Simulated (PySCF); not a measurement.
## Excited states of Be²⁺ (beryllium, charge +2)

Ground state 1s2, ¹S. Calculation: PySCF 2.14, in def2-TZVP; the non-relativistic Hamiltonian (point nucleus). Vertical excitation energies in eV without spin-orbit coupling; excited terms of each kind are numbered among those the solver found. Frozen: nothing.

```json
{"term": "1 3S", "leading excitation": "1s → s", "EOM-EE-CCSD": "118.96"}
{"term": "1 1S", "leading excitation": "1s → s", "EOM-EE-CCSD": "121.60"}
{"term": "1 3P°", "leading excitation": "1s → p", "EOM-EE-CCSD": "123.46"}
{"term": "1 1P°", "leading excitation": "1s → p", "EOM-EE-CCSD": "124.62"}
{"term": "2 3S", "leading excitation": "1s → s", "EOM-EE-CCSD": "139.00"}
{"term": "2 1S", "leading excitation": "1s → s", "EOM-EE-CCSD": "139.64"}
{"term": "2 3P°", "leading excitation": "1s → p", "EOM-EE-CCSD": "140.51"}
{"term": "2 1P°", "leading excitation": "1s → p", "EOM-EE-CCSD": "140.76"}
{"term": "1 3D", "leading excitation": "1s → d", "EOM-EE-CCSD": "141.27"}
{"term": "1 1D", "leading excitation": "1s → d", "EOM-EE-CCSD": "141.27"}
```

Only the lower part of the computed list is shown. Doubly excited terms such as np² are absent. The solver can miss terms. Rydberg members are limited by the diffuse functions of the basis.
